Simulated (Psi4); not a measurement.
hydrogen selenide (H$_{2}$Se), singlet, geometry from GFN2-xTB; B3LYP/def2-SVP run with Psi4 1.11.

The Psi4 input:
```
memory 2 GB

molecule mol {
0 1
Se   -0.002122    0.055731   -0.001401
H    -0.991565   -0.986707    0.017580
H     1.063712   -0.908138    0.030069
}

set {
  basis def2-svp
  reference uks
}

energy('b3lyp')
print_variables()
```

The log (banner, timings and long lists left out):

```
   => Loading Basis Set <=

    Name: DEF2-SVP
    Role: ORBITAL
    Keyword: BASIS

         ---------------------------------------------------------
                                   SCF
               by Justin Turney, Rob Parrish, Andy Simmonett
                          and Daniel G. A. Smith
                              UKS Reference
         ---------------------------------------------------------

  ==> Geometry <==

    Molecular point group: cs
    Full point group: Cs

    Geometry (in Angstrom), charge = 0, multiplicity = 1:

       Center              X                  Y                   Z               Mass
    ------------   -----------------  -----------------  -----------------  -----------------
         SE           0.024686829199     0.000939687796     0.000000000000    79.916521800000
         H           -1.017900789204     0.990407105352     0.000000000000     1.007825032230
         H           -0.939666705901    -1.064920614945     0.000000000000     1.007825032230

  Running in cs symmetry.

  Rotational constants: A =      8.50278  B =      7.90770  C =      4.09723 [cm^-1]
  Rotational constants: A = 254907.06889  B = 237067.00508  C = 122831.78849 [MHz]
  Nuclear repulsion =   25.291909644914330

  Charge       = 0
  Multiplicity = 1
  Electrons    = 36
  Nalpha       = 18
  Nbeta        = 18

  ==> Algorithm <==

  SCF Algorithm Type is DF.
  DIIS enabled.
  MOM disabled.
  Fractional occupation disabled.
  Guess Type is SAD.
  Energy threshold   = 1.00e-06
  Density threshold  = 1.00e-06
  Integral threshold = 1.00e-12

  ==> Primary Basis <==

  Basis Set: DEF2-SVP
    Blend: DEF2-SVP
    Number of shells: 18
    Number of basis functions: 42
    Number of Cartesian functions: 45
    Spherical Harmonics?: true
    Max angular momentum: 2

  ==> DFT Potential <==

   => LibXC <=

    Version 7.1.2
    S. Lehtola, C. Steigemann, M. J. T. Oliveira, and M. A. L. Marques,  SoftwareX 7, 1–5 (2018) (10.1016/j.softx.2017.11.002)

   => Composite Functional: B3LYP <=

    B3LYP Hyb-GGA Exchange-Correlation Functional

    P. J. Stephens, F. J. Devlin, C. F. Chabalowski, and M. J. Frisch,  J. Phys. Chem. 98, 11623 (1994) (10.1021/j100096a001)

    Deriv               =              1
    GGA                 =           TRUE
    Meta                =          FALSE

    Exchange Hybrid     =           TRUE
    MP2 Hybrid          =          FALSE

   => Exchange Functionals <=

    0.0800   Slater exchange
    0.7200         Becke 88

   => Exact (HF) Exchange <=

    0.2000               HF

   => Correlation Functionals <=

    0.1900   Vosko, Wilk & Nusair (VWN5_RPA)
    0.8100   Lee, Yang & Parr

   => LibXC Density Thresholds  <==

    XC_HYB_GGA_XC_B3LYP:  1.00E-15

   => Molecular Quadrature <=

    Radial Scheme          =       TREUTLER
    Pruning Scheme         =           NONE
    Nuclear Scheme         =       TREUTLER

    Blocking Scheme        =         OCTREE
    BS radius alpha        =              1
    Pruning alpha          =              1
    Radial Points          =             75
    Spherical Points       =            302
    Total Points           =          64558
    Total Blocks           =            548
    Max Points             =            255
    Max Functions          =             42
    Weights Tolerance      =       1.00E-15

   => Loading Basis Set <=

    Name: (DEF2-SVP AUX)
    Role: JKFIT
    Keyword: DF_BASIS_SCF

  ==> Integral Setup <==

  SCF_SUBTYPE=INCORE selected. In-core MEM_DF algorithm will be used.
  Using in-core AOs.

  ==> MemDFJK: Density-Fitted J/K Matrices <==

    J tasked:                   Yes
    K tasked:                   Yes
    wK tasked:                   No
    Algorithm:                 Core
    Schwarz Cutoff:           1E-12
    Mask sparsity (%):       0.0000
    Fitting Condition:        1E-10

   => Auxiliary Basis Set <=

  Basis Set: (DEF2-SVP AUX)
    Blend: DEF2-UNIVERSAL-JKFIT
    Number of shells: 72
    Number of basis functions: 302
    Number of Cartesian functions: 411
    Spherical Harmonics?: true
    Max angular momentum: 5

  Minimum eigenvalue in the overlap matrix is 2.7188745590E-02.
  Reciprocal condition number of the overlap matrix is 7.4834924259E-03.
    Using symmetric orthogonalization.

  ==> Pre-Iterations <==

  SCF Guess: Superposition of Atomic Densities via on-the-fly atomic UHF (no occupation information).

   -------------------------
    Irrep   Nso     Nmo
   -------------------------
     A'        30      30
     A"        12      12
   -------------------------
    Total      42      42
   -------------------------

  ==> Iterations <==

                           Total Energy        Delta E     RMS |[F,P]|

   @DF-UKS iter SAD: -2400.01702627168788   -2.40002e+03   0.00000e+00
   @DF-UKS iter   1: -2401.79250212445095   -1.77548e+00   5.93027e-02 ADIIS/DIIS
   @DF-UKS iter   2: -2401.71647131894269    7.60308e-02   6.72619e-02 ADIIS/DIIS
   @DF-UKS iter   3: -2402.48982652119184   -7.73355e-01   8.83650e-04 ADIIS/DIIS
   @DF-UKS iter   4: -2402.48992252495736   -9.60038e-05   4.63076e-04 ADIIS/DIIS
   @DF-UKS iter   5: -2402.49009173020841   -1.69205e-04   1.22308e-05 DIIS
   @DF-UKS iter   6: -2402.49009179741097   -6.72026e-08   2.84095e-06 DIIS
   @DF-UKS iter   7: -2402.49009180291705   -5.50608e-09   2.90107e-07 DIIS
  Energy and wave function converged.

  ==> Post-Iterations <==

   Electrons on quadrature grid:
      Nalpha   =   18.0000017333 ; deviation = 1.733e-06
      Nbeta    =   18.0000017333 ; deviation = 1.733e-06
      Ntotal   =   36.0000034666 ; deviation = 3.467e-06

   @Spin Contamination Metric:  -3.197442311E-14
   @S^2 Expected:                0.000000000E+00
   @S^2 Observed:               -3.197442311E-14
   @S   Expected:                0.000000000E+00
   @S   Observed:                0.000000000E+00

    Orbital Energies [Eh]
    ---------------------

    Alpha Occupied:

       1Ap  -453.835476     2Ap   -58.051886     3Ap   -52.120055
       4Ap   -52.119007     1App  -52.116512     5Ap    -7.814910
       6Ap    -5.763437     7Ap    -5.759788     2App   -5.750241
       8Ap    -2.117975     9Ap    -2.116634     3App   -2.108759
       4App   -2.105871    10Ap    -2.104568    11Ap    -0.717488
      12Ap    -0.424070    13Ap    -0.355284     5App   -0.243605

    Alpha Virtual:

      14Ap     0.012252    15Ap     0.031847    16Ap     0.300247
      17Ap     0.303976    18Ap     0.359959    19Ap     0.429359
       6App    0.459302     7App    0.466449     8App    0.523363
      20Ap     0.592113    21Ap     0.599408    22Ap     0.763676
      23Ap     0.915134    24Ap     1.422141     9App    1.487103
      10App    1.581732    25Ap     1.671498    26Ap     2.011962
      27Ap     2.027218    11App    3.070891    12App    3.077926
      28Ap     3.105019    29Ap     3.149430    30Ap     3.250524

    Beta Occupied:

       1Ap  -453.835476     2Ap   -58.051886     3Ap   -52.120055
       4Ap   -52.119007     1App  -52.116512     5Ap    -7.814910
       6Ap    -5.763437     7Ap    -5.759788     2App   -5.750241
       8Ap    -2.117975     9Ap    -2.116634     3App   -2.108759
       4App   -2.105871    10Ap    -2.104568    11Ap    -0.717488
      12Ap    -0.424070    13Ap    -0.355284     5App   -0.243605

    Beta Virtual:

      14Ap     0.012252    15Ap     0.031847    16Ap     0.300247
      17Ap     0.303976    18Ap     0.359959    19Ap     0.429359
       6App    0.459302     7App    0.466449     8App    0.523363
      20Ap     0.592113    21Ap     0.599408    22Ap     0.763676
      23Ap     0.915134    24Ap     1.422141     9App    1.487103
      10App    1.581732    25Ap     1.671498    26Ap     2.011962
      27Ap     2.027218    11App    3.070891    12App    3.077926
      28Ap     3.105019    29Ap     3.149430    30Ap     3.250524

    Final Occupation by Irrep:
             Ap   App
    DOCC [    13,    5 ]
    SOCC [     0,    0 ]
    NA   [    13,    5 ]
    NB   [    13,    5 ]

  @DF-UKS Final Energy: -2402.49009180291705

   => Energetics <=

    Nuclear Repulsion Energy =             25.2919096449143304
    One-Electron Energy =               -3394.6880547094069698
    Two-Electron Energy =                1037.6124382505654467
    DFT Exchange-Correlation Energy =     -70.7063849889901661
    Empirical Dispersion Energy =           0.0000000000000000
    VV10 Nonlocal Energy =                  0.0000000000000000
    Total Energy =                      -2402.4900918029170498

  UHF NO Occupations:
  HONO-2 :    5App 2.0000000
  HONO-1 :   12 Ap 2.0000000
  HONO-0 :   13 Ap 2.0000000
  LUNO+0 :    6App 0.0000000
  LUNO+1 :   14 Ap 0.0000000
  LUNO+2 :   15 Ap 0.0000000
  LUNO+3 :   16 Ap 0.0000000

Computation Completed

Properties will be evaluated at   0.000000,   0.000000,   0.000000 [a0]

Properties computed using the SCF density matrix

 Multipole Moments:

 ------------------------------------------------------------------------------------
     Multipole            Electronic (a.u.)      Nuclear  (a.u.)        Total (a.u.)
 ------------------------------------------------------------------------------------

 L = 1.  Multiply by 2.5417464519 to convert [e a0] to [Debye]
 Dipole X            :          1.7676655           -2.1131207           -0.3454552
 Dipole Y            :          0.0672851           -0.0804345           -0.0131494
 Dipole Z            :          0.0000000            0.0000000            0.0000000
 Magnitude           :                                                    0.3457053

 ------------------------------------------------------------------------------------

  Variable Map:
  ----------------------------------------------------------------------------
  "CURRENT ENERGY"              =>   -2402.490091802917
  "CURRENT REFERENCE ENERGY"    =>   -2402.490091802917
  "DD SOLVATION ENERGY"         =>       0.000000000000
  "DFT FUNCTIONAL TOTAL ENERGY" =>   -2402.490091802917
  "DFT TOTAL ENERGY"            =>   -2402.490091802917
  "DFT VV10 ENERGY"             =>       0.000000000000
  "DFT XC ENERGY"               =>     -70.706384988990
  "GRID ELECTRONS ALPHA"        =>      18.000001733278
  "GRID ELECTRONS BETA"         =>      18.000001733278
  "GRID ELECTRONS TOTAL"        =>      36.000003466556
  "NUCLEAR REPULSION ENERGY"    =>      25.291909644914
  "ONE-ELECTRON ENERGY"         =>   -3394.688054709407
  "PCM POLARIZATION ENERGY"     =>       0.000000000000
  "PE ENERGY"                   =>       0.000000000000
  "SCF ITERATION ENERGY"        =>   -2402.490091802917
  "SCF ITERATIONS"              =>       7.000000000000
  "SCF TOTAL ENERGY"            =>   -2402.490091802917
  "TWO-ELECTRON ENERGY"         =>    1037.612438250565
  "XC GRID RADIAL POINTS"       =>      75.000000000000
  "XC GRID SPHERICAL POINTS"    =>     302.000000000000
  "XC GRID TOTAL POINTS"        =>   64558.000000000000

  Array Variable Map:
  ----------------------------------------------------------------------------
  "CURRENT DIPOLE"              =>      -0.345455168724 ... 0.000000000000 1 by 3
  "SCF DIPOLE"                  =>      -0.345455168724 ... 0.000000000000 1 by 3
  "SCF TOTAL ENERGIES"          =>   -2400.017026271688 ... -2402.490091802917 1 by 8
```
